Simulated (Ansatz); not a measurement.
Reaction (hydrogenolysis of a Ge–Br bond): `[Br][GeH]([Br])[Br]` + H₂ → `[Br][GeH2][Br]` + HBr

Calculated with Ansatz (gas phase, PBE0-D4/def2-TZVP geometries, no zero-point term in ΔE). CBS: MP2 limit from def2 TZ/QZ plus the TZ coupled-cluster correction, frozen cores. This one scheme is used for every species. Functionals use def2-TZVPP. For Br, Ge outer-core shells are correlated without core-valence functions, which leaves a few kJ/mol of doubt a bond. Scalar relativity is left out up to krypton.

CCSD(T)/CBS gives +0.60 eV.

Another level gave +0.61 eV. Which?
A. BHLYP/def2-TZVPP
B. PBE0-D4/def2-TZVPP
C. CAM-B3LYP-D4/def2-TZVPP
D. HF/def2-TZVPP

B. PBE0-D4 0.61, CAM-B3LYP-D4 0.53, BHLYP 0.49, HF/def2-TZVPP 0.42 eV.

Largest T1 diagnostic among the species: 0.008.

At CCSD(T), def2-SVP lies −0.17 eV from the extrapolated value and def2-TZVPP −0.04 eV. The D4 term adds +0.12 eV with B3LYP and +0.06 eV with PBE0; it sums over pairs of atoms, weighted by their polarisabilities, and B3LYP, whose exchange is more repulsive, gets the larger term.

B3LYP here is the variant with VWN-RPA as its local correlation; programs differ in this.
